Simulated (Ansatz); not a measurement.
`[OH][Ga]([F])[Cl]` + H₂O → `[OH][Ga]([OH])[F]` + HCl at 298.15 K and 1 bar (formal hydrolysis of a Ga–Cl bond).

Calculated with Ansatz (gas phase, PBE0-D4/def2-TZVP geometries, no zero-point term in ΔE). CCSD(T)/CBS is the MP2 limit (def2-TZVPP, def2-QZVPP) plus CCSD(T) − MP2 in def2-TZVPP, frozen cores. This one scheme is used for every species. For Ga outer-core shells are correlated without core-valence functions, which leaves a few kJ/mol of doubt a bond. Scalar relativity is left out up to krypton. Each species was taken in one conformer, which may not be the lowest.

```json
{"species": "`[OH][Ga]([F])[Cl]`", "CCSD(T)/CBS energy (Eh)": "-2559.41427", "H − E (kJ/mol)": "62.0", "S (J/(mol·K))": "324.1"}
{"species": "H₂O", "CCSD(T)/CBS energy (Eh)": "-76.37941", "H − E (kJ/mol)": "66.4", "S (J/(mol·K))": "188.7"}
{"species": "`[OH][Ga]([OH])[F]`", "CCSD(T)/CBS energy (Eh)": "-2175.39098", "H − E (kJ/mol)": "94.8", "S (J/(mol·K))": "319.3"}
{"species": "HCl", "CCSD(T)/CBS energy (Eh)": "-460.38127", "H − E (kJ/mol)": "26.6", "S (J/(mol·K))": "186.8"}
```

H − E and S are ideal-gas, rigid-rotor, harmonic terms from PBE0-D4/def2-TZVP, for one conformer and one mirror image of each species. 1 Eh = 2625.50 kJ/mol, R = 8.31446 J/(mol·K).

Problem. By hand: ΔE, ΔH, ΔS and ΔG.

Solution. ΔE = (-2175.39098) + (-460.38127) − (-2559.41427) − (-76.37941) = 0.02143 Eh = 56.3 kJ/mol. Δ(H − E) = 94.8 + 26.6 − 62.0 − 66.4 = -7.0, so ΔH = 49.3 kJ/mol. ΔS = 319.3 + 186.8 − 324.1 − 188.7 = -6.7 J/(mol·K). ΔG = 49.3 − 298.15 × (-6.7)/1000 = 51.3 kJ/mol.

Problem. By hand: the equilibrium constant, and the temperature at which ΔG would vanish if ΔH and ΔS stayed fixed.

Solution. log₁₀ K = −ΔG/(RT ln 10) = -9.0. ΔH and −TΔS have one sign here, so there is no such temperature.

The number of gas molecules stays the same, so ΔS is small and ΔH decides. A doubt of 5 kJ/mol in ΔE shifts log₁₀ K by 0.9 here. Other conformers and mirror images would add mixing entropy, several J/(mol·K) or more a flexible species. These are equilibria of isolated gas molecules and say nothing of rates. Largest T1 diagnostic: 0.014 (customary marks: 0.02 for closed shells, 0.045 for open ones).

ΔS is within the doubt of such terms, so its sign, and with it that verdict, could turn.
